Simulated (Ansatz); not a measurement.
**Four-centre ligand exchange**

Start structure (SiH$_{4}$BrF, closed shell), relaxed at PBE0-D4/def2-TZVP:

```
7
angstrom
Si -0.9071 -0.5649 0.4570
F 0.6166 -0.0793 0.6488
H -0.9439 -1.4955 -0.6931
H -1.3205 -1.2425 1.7063
H -1.7351 0.6347 0.2006
H 1.8726 1.0072 -0.6129
Br 2.4175 1.7402 -1.7067
```

The step: SiH₃F ([F][SiH3]) + HBr → SiH₃Br ([SiH3][Br]) + HF; bonds formed: Si1–Br7, F2–H6; bonds broken: Si1–F2, H6–Br7. Ansatz 0.2.0; basis: def2-TZVPP and def2-QZVPP; cores frozen in the correlated methods. Filled d shells of the heavier atoms are correlated. The def2 sets are not built for correlating such inner shells, so the correlated values are less sure here. Extrapolation: Hartree–Fock as exp(−7.88 √X), correlation as X^−2.97. Energies below are by CCSD(T) at an estimated basis limit (MP2 extrapolated from triple and quadruple zeta, plus CCSD(T) − MP2 in triple zeta).

(1) What are the electronic barrier and the energy of the step, from the start structure to the end structure? (Judge from chemistry; the value comes from the calculation.)

The T1 diagnostic stays at or below 0.010.

Results:

(1) By the calculation: Barrier 1.611 eV; step energy 0.306 eV (uphill); reverse barrier, their difference, 1.304 eV. Barrier and step energy count from the start structure, the reverse barrier from the end structure.

The saddle point: One imaginary mode of 361i cm⁻¹.
| pair | start (Å) | saddle (Å) | end (Å) |
| --- | --- | --- | --- |
| Si1–Br7 | 4.59 | 2.61 | 2.24 |
| F2–H6 | 2.09 | 1.04 | 0.93 |
| Si1–F2 | 1.61 | 1.94 | 3.49 |
| H6–Br7 | 1.42 | 1.83 | 2.40 |

Zero-point energy (harmonic, PBE0-D4): ZPE is 0.941 eV at the start and 0.981 eV at the saddle, so the barrier goes from 1.611 to 1.651 eV.

Labels in which every atom is bracketed show which atoms are joined, not bond orders.

For scale, one of the runs: CCSD(T)/def2-TZVPP, 177 basis functions, launched by `ansatz run in.yaml --threads 4 --pin off --events-out ev --progress --plain --max-ram 9574MiB`. The run took 47 s on 4 CPU threads of an Intel Xeon (shared host), with 1.6 GiB of host memory at its peak.
